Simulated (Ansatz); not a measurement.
Ideal-gas functions of H4O3SiTe (`O[Si](O)(O)[TeH]`) at 500 K and 1 bar, from an Ansatz frequency run at PBE0-D4/def2-TZVP.

Molar mass 207.72 g/mol, point group C1 (symmetry number 1), electronic degeneracy 1, moments of inertia 129.106, 465.027, 476.709 u Å². Harmonic wavenumbers (cm⁻¹, unscaled): 98, 106, 168, 193, 221, 251, 313, 328, 352, 442, 556, 790, 816, 824, 855, 978, 1004, 2153, 3920, 3932, 3933.

Use S(trans) = R[1.5 ln M + 2.5 ln T − 1.1517]; rotational temperatures θ = 24.2544 K / I; S(rot) = R[ln(√π/σ · √(T³/θAθBθC)) + 1.5]; for each mode x = 1.438777 ν̃/T, S = R[x/(eˣ − 1) − ln(1 − e⁻ˣ)] and H = RT x/(eˣ − 1); 1 cm⁻¹ = 0.0119627 kJ/mol; R = 8.31446 J/(mol·K).

Task: By hand: the entropy, in J/(mol·K).

Result: Translation 186.2. Rotation: θ = 0.1879, 0.0522, 0.0509 K, giving 126.3. Vibration, mode by mode: 18.87, 18.22, 14.44, 13.31, 12.22, 11.20, 9.46, 9.10, 8.55, 6.85, 5.24, 3.07, 2.90, 2.85, 2.65, 2.01, 1.89, 0.12, 0.00, 0.00, 0.00, in all 142.9. Electronic 0.0. Sum 455.4 J/(mol·K).

Task: By hand: H − E and G − E in kJ/mol, counted from the electronic energy.

Result: Zero-point energy ½ × 22233 × 0.0119627 = 133.0; thermal vibration 36.1; translation, rotation and pV give 4 RT = 16.6. H − E = 185.7 kJ/mol, and G − E = 185.7 − 500 × 455.4/1000 = -42.0 kJ/mol.

Vibration gives 31 % of the entropy, 37.1 J/(mol·K) of it from the modes under 150 cm⁻¹: soft modes count most, and the harmonic formula is weakest for them. The sum counts one conformer and one mirror image; others add a mixing term.
